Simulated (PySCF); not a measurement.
Ligand exchange on a metal centre used in film growth or etching (Zr Cl-F). All species are isolated molecules in the gas phase. In the def2 sets, heavy atoms carry core potentials. All members: neutral, multiplicity 1. Level: TPSSh-D3(BJ)/def2-TZVP // r2SCAN-D4/def2-SVP (PySCF), beside PBE-D3(BJ)/def2-TZVP // r2SCAN-D4/def2-SVP (PySCF) at the same geometries.  Orbital energies are measured against the vacuum level.

| species | LUMO, PBE (eV) | LUMO, TPSSh-D3(BJ) (eV) |
|---|---|---|
| [Zr(Cl)4] | -3.52 | withheld |
| [Zr(Cl)3(F)] | -3.32 | -2.96 |
| [Zr(Cl)2(F)2] | -3.08 | -2.70 |
| [Zr(Cl)(F)3] | -2.70 | -2.27 |
| [Zr(F)4] | -2.26 | -1.79 |

**Question.** Fit y = a + b·x, y being the LUMO at the first level, to the 4 complete rows by least squares, with x = the PBE value in eV. Give a, b and the rms residual, and predict the withheld value.

**Answer.** Means of the 4 rows: x̄ = -2.84, ȳ = -2.43 eV. Σ(x − x̄)² = 0.644 and Σ(x − x̄)(y − ȳ) = 0.7128, so b = 1.107 and a = ȳ − b·x̄ = 0.714 eV. The rms residual is 0.004 eV. At x = -3.52 the line gives -3.18 eV, outside the range of the fitted rows. The run for [Zr(Cl)4] gave -3.18 eV, so the line is off by 0.00 eV, within twice the rms residual.

Codes: PySCF.
